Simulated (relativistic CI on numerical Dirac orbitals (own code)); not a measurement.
# d8 in a ligand field

Computed with a parametric ligand-field model of a d^n configuration (Racah B and C, spin-orbit zeta, crystal field), exact diagonalisation.

Field parameters in Wybourne normalisation: Oh B⁴₀ = 21Dq, B⁴₄ = √(5/14) B⁴₀. The field is a parameter set, without covalency.

Question: Ground term and bands for B = 350, C = 1250, ζ = 0 cm⁻¹, Oh, 10Dq = 6200 cm⁻¹?

Answer: Ground term 3A2 with 2.00 electrons in the two orbitals of the cubic e set. Spin-allowed: 3T2 6200 cm⁻¹ (1613 nm), 3T1 9330 cm⁻¹ (1072 nm), 3T1 14520 cm⁻¹ (689 nm). Lowest spin-forbidden: 1E 5186 cm⁻¹ (1928 nm), 1A1 9156 cm⁻¹ (1092 nm), 1T2 11283 cm⁻¹ (886 nm). With an A2 ground term the first spin-allowed band lies at |10Dq| itself.

Question: Ground term and bands for B = 720, C = 3320, ζ = 0 cm⁻¹, Oh, 10Dq = 21200 cm⁻¹?

Answer: Ground term 3A2 with 2.00 electrons in the two orbitals of the cubic e set. Spin-allowed: 3T2 21200 cm⁻¹ (472 nm), 3T1 28666 cm⁻¹ (349 nm), 3T1 45734 cm⁻¹ (219 nm). Lowest spin-forbidden: 1E 12256 cm⁻¹ (816 nm), 1A1 22075 cm⁻¹ (453 nm), 1T2 33320 cm⁻¹ (300 nm). With an A2 ground term the first spin-allowed band lies at |10Dq| itself.

Question: A d8 ion in Oh symmetry has the ground term 3A2 and bands at 1E 7232 cm⁻¹ (1383 nm), 1A1 13849 cm⁻¹ (722 nm), 3T2 28600 cm⁻¹ (350 nm), 3T1 34023 cm⁻¹ (294 nm), 1T2 35785 cm⁻¹ (279 nm), 3T1 58977 cm⁻¹ (170 nm). Which parameters reproduce them?

Answer: B = 480, C = 1720, ζ = 0 cm⁻¹, Oh, 10Dq = 28600 cm⁻¹.

Question: A d8 ion in Oh symmetry has the ground term 3A2 and bands at 1E 14429 cm⁻¹ (693 nm), 1A1 26769 cm⁻¹ (374 nm), 3T2 36900 cm⁻¹ (271 nm), 3T1 46040 cm⁻¹ (217 nm), 1T2 51222 cm⁻¹ (195 nm), 3T1 77110 cm⁻¹ (130 nm). Which parameters reproduce them?

Answer: B = 830, C = 3950, ζ = 0 cm⁻¹, Oh, 10Dq = 36900 cm⁻¹.

Question: Ground term and bands for B = 860, C = 3310, ζ = 0 cm⁻¹, Oh, 10Dq = 14800 cm⁻¹?

Answer: Ground term 3A2 with 2.00 electrons in the two orbitals of the cubic e set. Spin-allowed: 3T2 14800 cm⁻¹ (676 nm), 3T1 22398 cm⁻¹ (446 nm), 3T1 34902 cm⁻¹ (287 nm). Lowest spin-forbidden: 1E 13211 cm⁻¹ (757 nm), 1A1 23064 cm⁻¹ (434 nm), 1T2 27752 cm⁻¹ (360 nm). With an A2 ground term the first spin-allowed band lies at |10Dq| itself.
